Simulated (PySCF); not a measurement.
Compound: C6H8Cl (doublet state).
Geometry (GFN2-xTB, Å), atoms numbered from 1 in this order:
```
atom  x, y, z in Å
C1     1.560    2.307    0.247
C2     1.542    1.192   -0.189
C3     1.469   -0.189   -0.650
C4     0.572   -0.953    0.254
C5    -0.848   -1.186   -0.085
C6    -1.706    0.014    0.353
Cl7   -3.425   -0.257   -0.044
H8     1.597    3.294    0.601
H9     2.483   -0.603   -0.636
H10    1.095   -0.205   -1.678
H11    0.889   -1.095    1.273
H12   -1.221   -2.077    0.426
H13   -0.972   -1.321   -1.162
H14   -1.395    0.922   -0.163
H15   -1.646    0.164    1.430
```

The hyperfine couplings belong to this conformer and change with its torsions.

The species is `C#CC[CH]CCCl` [radical].

Computed with PySCF, UKS B3LYP, pcH-1 on C Cl H, non-relativistic, mean-field spin-orbit, GIAO. Geometry: GFN2-xTB, one conformer, isolated molecule. Couplings are sensitive to structure, and on GFN2-xTB geometries they can be far from those on DFT ones. The SCF solution wasn't tested for stability.

Q: Predict the first-order ENDOR lines of H11, H9/H10, H12/H13, H14/H15, H8 and Cl7 under fast tumbling at B = 3338.7 mT (W band).

A: For S = 1/2 in fast tumbling each set of equivalent nuclei gives two lines, ν± = |νn ± a/2| to first order, with νn = g_N μN B/h and μN/h = 7.62259 MHz/T.

```
 nuclei  isotope     g_N  νn (MHz)  a_iso (MHz)  lower line (MHz)  upper line (MHz)
    H11       1H  5.5857    142.15       -58.99            112.66            171.65
 H9/H10       1H  5.5857    142.15        35.75            124.28            160.03
H12/H13       1H  5.5857    142.15        34.96            124.67            159.64
H14/H15       1H  5.5857    142.15        -4.27            140.02            144.29
     H8       1H  5.5857    142.15        -2.02            141.15            143.16
    Cl7     35Cl  0.5479     13.94         1.75             13.07             14.82
```

Q: Which pairs are centred on the nuclear Larmor frequency, and which on half the coupling?

A: Centred on νn, since |a| < 2νn: H11, H9/H10, H12/H13, H14/H15, H8 and Cl7. No pair has |a| > 2νn.

Q: At what field would the lower line of H11 fall to zero frequency?

A: Where νn = |a|/2, that is B = 29.49 MHz/(5.5857 × 7.62259 MHz/T) = 693 mT, as far as first order holds there.

Means are taken over nuclei equivalent by connectivity, which assumes that they swap fast. The 1H value of +35.7 MHz is a mean of couplings from 7.1 to 64.4 MHz in this one geometry, not an average over conformers. The 1H value of +35.0 MHz is a mean of couplings from 25.9 to 44.0 MHz in this one geometry, not an average over conformers.

Main isotope only: 35Cl (natural samples also hold 24 % 37Cl, magnetic too, which adds its own pattern).
